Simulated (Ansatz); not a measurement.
`[F][GeH2][CH2][GeH3]` and `FC[CH2][GeH2][F]` differ in one atom or group.

Ansatz, PBE0-D4/def2-TZVP geometries, multiplicity 1. Each molecule was computed in one conformer, which needn't be the lowest.

Scalar relativity is left out up to krypton.

```json
{"property": "size of the dipole moment (B3LYP/def2-TZVPP) / D", "`[F][GeH2][CH2][GeH3]`": "2.04"}
{"property": "HOMO–LUMO gap (ωB97M-V/def2-TZVPP) / eV", "`[F][GeH2][CH2][GeH3]`": "12.71"}
{"property": "HOMO energy (PBE0/def2-TZVPP) / eV", "`[F][GeH2][CH2][GeH3]`": "-8.81"}
{"property": "size of the dipole moment (ωB97M-V/def2-TZVPP) / D", "`[F][GeH2][CH2][GeH3]`": "2.05"}
{"property": "LUMO energy (PBE/def2-TZVPP) / eV", "`[F][GeH2][CH2][GeH3]`": "-0.91"}
{"property": "LUMO energy (PBE0/def2-TZVPP) / eV", "`[F][GeH2][CH2][GeH3]`": "-0.04"}
```

(1) Give the same properties after the change, and the shifts. (Estimate.)

## Answers

(1) The calculation gave: 
| property | `FC[CH2][GeH2][F]` | shift |
| --- | --- | --- |
| size of the dipole moment (B3LYP/def2-TZVPP) / D | 2.16 | 0.12 |
| HOMO–LUMO gap (ωB97M-V/def2-TZVPP) / eV | 13.24 | 0.53 |
| HOMO energy (PBE0/def2-TZVPP) / eV | -9.14 | -0.33 |
| size of the dipole moment (ωB97M-V/def2-TZVPP) / D | 2.18 | 0.13 |
| LUMO energy (PBE/def2-TZVPP) / eV | -0.85 | 0.06 |
| LUMO energy (PBE0/def2-TZVPP) / eV | 0.04 | 0.08 |

With PBE0 the HOMO falls by 0.33 eV and the LUMO rises by 0.08 eV, so the gap widens by about 0.41 eV. PBE moves the HOMO by -0.16 eV and ωB97M-V by -0.40 eV. Dipoles are sizes alone; their direction can turn.

B3LYP here is the variant with VWN-RPA as its local correlation; programs differ in this.
